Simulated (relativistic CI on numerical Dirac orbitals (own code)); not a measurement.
Computed by Dirac-Coulomb-Breit CI, orbitals from a KLI potential per configuration, a model potential for QED, unscaled Slater integrals (own radial code, finite nucleus).

The strongest absorption lines from the ground level of an ion, among the configurations computed and to levels below about 1370 eV (vacuum wavelength in Å, gf): 10.061 (0.44), 10.333 (0.76), 10.360 (1.1), 10.389 (1.9), 10.400 (3.8), 10.433 (0.68), 10.503 (0.58), 10.610 (1.5).

**Question.** Which ion is it?
A. Mn¹⁷⁺
B. As²⁵⁺
C. Ga²³⁺
D. Cu²¹⁺

**Answer.** D. Cu²¹⁺ has 8 electrons and the ground level 2s2.2p4 3P_2; the strongest line goes to 2s2.2p3.3d 3D°_3. The pattern of lines fixes the number of electrons, and along that sequence the line energies rise steadily with the charge (about as its square where n changes within one kind of shell, about linearly where n is kept but much faster in heavy ions where fine structure, which grows about as Z⁴, sets the gap, and irregularly where shells cross), which fixes Z. Configurations outside the model, such as inner-shell arrays, can give stronger lines. At this charge energies of transitions that change n are usually good to better than 1 %, and those within a shell (Δn = 0) to a few per cent.

LS names give the leading component of a level, which can be under half, so a name can repeat, a term be missing and a line seem to break the LS rules.
